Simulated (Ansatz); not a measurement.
## Which is lower?

The two ends of one reaction step of SiH2F4, singlet (PBE0-D4/def2-TZVP).

A:

```xyz
7
angstrom
Si -0.7079 0.5964 0.5769
F 0.5927 -0.0554 1.1450
F -0.8426 0.2640 -0.9431
F -0.6375 2.1453 0.7654
F -1.9476 0.0347 1.3431
H 1.9806 -1.5387 -1.1381
H 1.5625 -1.4462 -1.7493
```

B:

```
7
angstrom
Si -0.6059 0.3858 -0.5641
F 2.0423 -0.9411 1.1988
F -2.0565 0.3724 -1.1668
F -0.2651 1.8489 -0.1091
F -0.6343 -0.5231 0.7374
H 1.1495 -1.0189 1.4247
H 0.3701 -0.1239 -1.5208
```

Program: Ansatz 0.2.0. Basis: def2-TZVPP. Cores are frozen in the correlated methods. B3LYP uses VWN-RPA correlation.

Q: Which structure is lower at CCSD(T), and by how much? (An estimate is asked for; the value comes from the calculation.)

A: The calculation gives: A, by 112.6 kJ/mol (electronic energy, against the other). By their contacts, A is a complex of SiF₄ ([F][Si]([F])([F])[F]) + H₂ and B is a complex of SiHF₃ ([F][SiH]([F])[F]) + HF.

All methods give the same order:

```tsv
method	E(B) − E(A) (kJ/mol)
SPW92	98.7
PBE-D4	101.5
BLYP-D4	107.6
r2SCAN-D4	118.9
B97M-V	121.8
PBE0-D4	104.8
B3LYP-D4	109.6
r2SCAN0-D4	117.4
BHLYP-D4	113.4
CAM-B3LYP-D4	110.4
wB97X-V	109.9
wB97M-V	111.9
B2PLYP	112.4
PBE-QIDH	111.1
RPA on PBE	111.2
HF	119.9
MP2	115.2
CCSD	112.8
CCSD(T)	112.6
```

No T1 diagnostic of these runs exceeds 0.012.

Labels in which every atom is bracketed show which atoms are joined, not bond orders.

For scale, one of the runs: CCSD(T)/def2-TZVPP, 194 basis functions, launched by `ansatz run in.yaml --threads 4 --pin off --events-out ev --progress --plain --max-ram 9574MiB`. Time: 86 s of wall clock on 4 CPU threads of an Intel Xeon; the host was shared. Peak host memory: 2.5 GiB.
